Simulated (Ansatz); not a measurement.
Isomers of CH4STe, B3LYP-D3(BJ)/def2-TZVP minima from an xTB search, which can miss the lowest.
Isomer 1, SMILES C[Te]S (charge 0, multiplicity 1):
```
atom    x (Å)    y (Å)    z (Å)
----  -------  -------  -------
C     -1.0969   0.2670  -0.0546
Te     0.2149  -1.1559   0.9110
S      2.1410  -0.7859  -0.4825
H     -2.0758   0.1592   0.4114
H     -1.1555   0.0269  -1.1116
H     -0.7160   1.2720   0.0984
H      2.6884   0.2167   0.2279
```
Isomer 2, SMILES CS[TeH] (charge 0, multiplicity 1):
```xyz
7

C     -1.054     0.120     0.055
S      0.134    -0.788    -0.992
Te     2.118    -0.849     0.350
H     -1.999     0.112    -0.491
H     -1.187    -0.376     1.013
H     -0.732     1.148     0.204
H      2.720     0.633    -0.139
```

Frozen-core correlation. Filled d and f shells under p-block atoms count as core. MP2 and its Hartree–Fock in def2-QZVPP are density fitted.

Run with Ansatz (a quantum-chemistry and plane-wave program). Each number belongs to the level named beside it. In def2 rows elements past Kr take small-core potentials, without spin–orbit coupling.

The energy of isomer 2 above isomer 1 is E(isomer 2) − E(isomer 1). Total energies (hartree):

```csv
level,isomer 2,isomer 1
HF/def2-TZVPP,-704.7615299,-704.7682661
MP2/def2-TZVPP,-705.2522411,-705.2605823
HF/def2-QZVPP,-704.7770931,-704.7839665
MP2/def2-QZVPP,-705.3104225,-705.3186363
CCSD(T)/def2-TZVPP,-705.3205449,-705.3284610
```

**Question.** Work out the energy of isomer 2 above isomer 1 at the basis-set limit: extrapolate the MP2 correlation part as X⁻³, take Hartree–Fock from the larger set, and add the CCSD(T) − MP2 difference of def2-TZVPP.

**Answer.** 
1. Differences (1 hartree = 627.509 kcal/mol): HF/def2-TZVPP 4.227; MP2/def2-TZVPP 5.234; HF/def2-QZVPP 4.313; MP2/def2-QZVPP 5.154; CCSD(T)/def2-TZVPP 4.967.
2. Correlation parts, MP2 less HF: 1.007 in def2-TZVPP (X = 3), 0.841 in def2-QZVPP (X = 4).
3. Limit (4³·(0.841) − 3³·(1.007))/(4³ − 3³) = 0.720; with HF/def2-QZVPP it gives 5.033.
4. CCSD(T) less MP2 in def2-TZVPP: -0.267.
Result: 4.77 kcal/mol, against 5.23 at MP2/def2-TZVPP. It is an estimate of this method's limit, not of the exact value.
